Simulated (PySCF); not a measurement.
## Electron correlation in F(2+) (fluorine, charge +2)

[He] 2s2 2p3, high-spin 4S determinant. Calculation: PySCF 2.14, in dyall-acv3z (15s9p4d2f, 76 functions); scalar relativity by spin-free X2C-1e. Frozen: 1s2; 5 electrons correlated; the 19 highest virtual orbitals of each spin left out.

| level | correlation energy (mhartree) |
| --- | --- |
| CCSD | -118.97 |
| (T) | -1.30 |
| CCSD(T) | -120.27 |

Diagnostics: T1 = 0.0029, D1 = 0.0074, largest double amplitude 0.027.

Cost of the coupled-cluster step: roughly 2.4 core-seconds, for 5 correlated electrons.

Iterations:

```
CC2 = 0
CCSD nocc = (np.int64(4), np.int64(1)), nmo = (56, 56)
frozen orbitals [[0, 57, 58, 59, 60, 61, 62, 63, 64, 65, 66, 67, 68, 69, 70, 71, 72, 73, 74, 75], [0, 57, 58, 59, 60, 61, 62, 63, 64, 65, 66, 67, 68, 69, 70, 71, 72, 73, 74, 75]]
max_cycle = 100
direct = 0
conv_tol = 1e-08
conv_tol_normt = 1e-06
diis_space = 8
diis_start_cycle = 0
Init t2, MP2 energy = -0.105218717276161
Init E_corr(UCCSD) = -0.10521871727627
cycle = 1  E_corr(UCCSD) = -0.116302340977858  dE = -0.0110836237  norm(t1,t2) = 0.0193358
cycle = 2  E_corr(UCCSD) = -0.118231889896186  dE = -0.00192954892  norm(t1,t2) = 0.00590475
cycle = 3  E_corr(UCCSD) = -0.118993569967804  dE = -0.000761680072  norm(t1,t2) = 0.00218405
cycle = 4  E_corr(UCCSD) = -0.118961598511711  dE = 3.19714561e-05  norm(t1,t2) = 0.000271838
cycle = 5  E_corr(UCCSD) = -0.118965645258124  dE = -4.04674641e-06  norm(t1,t2) = 4.78956e-05
cycle = 6  E_corr(UCCSD) = -0.118965683045917  dE = -3.77877932e-08  norm(t1,t2) = 4.64203e-06
cycle = 7  E_corr(UCCSD) = -0.118965693593781  dE = -1.05478641e-08  norm(t1,t2) = 4.31137e-07
cycle = 8  E_corr(UCCSD) = -0.118965689660091  dE = 3.93369042e-09  norm(t1,t2) = 6.74693e-08
UCCSD converged
E(UCCSD) = -97.82090867320073  E_corr = -0.1189656896600909
UCCSD(T) correction = -0.00129739132879346
```
